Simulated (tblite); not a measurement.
Compound: C₆H₆FOS (doublet state).
Cartesian coordinates in Å at the GFN2-xTB level; atoms count from 1:
```
atom  x, y, z in Å
C1     2.4831   -0.7914    0.2038
C2     1.7755   -0.0978   -0.6806
C3     0.3705    0.2381   -0.5455
C4    -0.3374    0.9004   -1.4373
S5    -2.0628    1.2258   -1.1135
O6    -2.8282    0.2490   -1.8834
C7    -1.8177    0.4034    0.6019
F8    -1.9867    1.3918    1.5351
C9    -0.4179   -0.1909    0.6871
H10    2.0633   -1.1676    1.1214
H11    3.5234   -1.0085    0.0346
H12    2.2383    0.2616   -1.5891
H13   -2.6321   -0.3143    0.7290
H14    0.0767    0.1893    1.5833
H15   -0.4527   -1.2807    0.7312
```

All values are computed: GFN2-xTB (tblite) harmonic vibrations without scaling, gas phase. The method is semi-empirical: single wavenumbers can be off by several per cent or more. One conformer, not necessarily the lowest. Open shells enter through the occupations alone, without spin polarisation, and single modes of such species can be off by tens of per cent.

Harmonic wavenumbers (cm⁻¹): 27.4, 81.0, 139.5, 179.1, 219.9, 278.4, 323.1, 374.5, 393.5, 458.6, 466.9, 547.3, 643.4, 663.6, 712.6, 864.9, 883.4, 895.8, 982.7, 1006.1, 1014.1, 1061.5, 1094.4, 1128.9, 1152.7, 1196.0, 1240.0, 1266.6, 1280.9, 1405.2, 1429.0, 1643.1, 1663.3, 2959.5, 2980.3, 2983.9, 3076.2, 3111.5, 3137.9.

A = 2438, B = 999.6, C = 784.9 MHz; mass 145.012 u (most abundant isotopes); point group C1, symmetry number 1; spin multiplicity 2.

Q: Zero-point energy?

A: Half the sum of the wavenumbers: 22483 cm⁻¹ = 268.96 kJ/mol.

Q: What is S at 350 K and 1 bar for an ideal gas of classical rigid rotors and harmonic oscillators?

A: Translation 174.26, rotation 125.46, vibration 128.93, spin (R ln 2) 5.76: S = 434.4 J/(mol K).

Q: And Cp and H(350 K) − H(0)?

A: Cp = 165.07 J/(mol K), of which vibrations give 131.81 (their classical limit is 39 R = 324.3); H(350 K) − H(0) = 34.97 kJ/mol without the zero-point energy, 23.33 from vibrations.

Q: Which modes carry the vibrational entropy at 350 K?

A: 27.4 cm⁻¹: 26.47; 81.0 cm⁻¹: 17.50; 139.5 cm⁻¹: 13.05; 179.1 cm⁻¹: 11.05; 219.9 cm⁻¹: 9.43; 278.4 cm⁻¹: 7.63 J/(mol K); the other 33 give 43.80 together.

Q: What must be added to the electronic energy to get the Gibbs energy at 350 K and 1 bar?

A: ZPE + [H(350 K) − H(0)] − T·S = 268.96 + 34.97 − 152.05 = 151.88 kJ/mol.

Hindered rotation and anharmonicity are outside this model. Other conformers, if any are populated, would add a mixing term that is left out. The structure is chiral; the term R ln 2 for an equal mix with its mirror image is left out.
